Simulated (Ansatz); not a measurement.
Born–Oppenheimer molecular dynamics of CH2FSSi (6 atoms, charge -1, multiplicity 1). It starts at the highest image of a converged band. Of that band: Neighbouring images differ by up to 1.4 eV, so the band resolves the path poorly. A vibrational analysis at the climbing image gives one clearly imaginary mode, 889i cm⁻¹: a first-order saddle point.

Level of theory: RKS PBE-D4/def2-SVP in Ansatz 0.2.0.

```yaml
ensemble: NVE (velocity Verlet)
time_step: 0.5 fs
steps_asked: 200
starting_velocities_drawn_for: 100 K
seed: 7169
```

First frame:

```xyz
6
Properties=species:S:1:pos:R:3
F -0.787 -1.863 0.935
Si 0.338 -1.286 -0.230
C 0.801 0.469 0.246
S -0.995 0.650 -0.909
H 0.187 1.248 -1.313
H 0.456 0.781 1.271
```

Q: How far do the bonds stretch over the last three quarters of this one trajectory? (Pairs bonded in most of those frames.)

A: 
| bond | mean (Å) | spread (Å) | shortest | longest |
| --- | --- | --- | --- | --- |
| F1–Si2 | 1.711 | 0.025 | 1.66 | 1.75 |
| Si2–C3 | 1.853 | 0.036 | 1.79 | 1.91 |
| Si2–S4 | 2.462 | 0.105 | 2.37 | 2.64 |
| C3–S4 | 1.844 | 0.123 | 1.65 | 2.11 |
| C3–H6 | 1.119 | 0.011 | 1.09 | 1.14 |
| S4–H5 | 1.464 | 0.048 | 1.38 | 1.54 |

Mean temperature of the second half: 922 K. The conserved energy stayed within 0.11 meV per atom of its start (net change -0.07 meV per atom), so the integration is sound. The system heated up, since it started high on the potential surface and ran downhill. A run of 0.1 ps of so small a system gives no equilibrium averages. The orbitals stay closed-shell, which can raise the energy where a bond breaks towards radicals; this wasn't checked here. Limits of this set-up: an anion without diffuse functions, the dipole of an ion depends on the origin.

Time of the run: 5.6 min on 1 thread of Arm Neoverse V2 (shared host), peak memory 0.12 GiB.
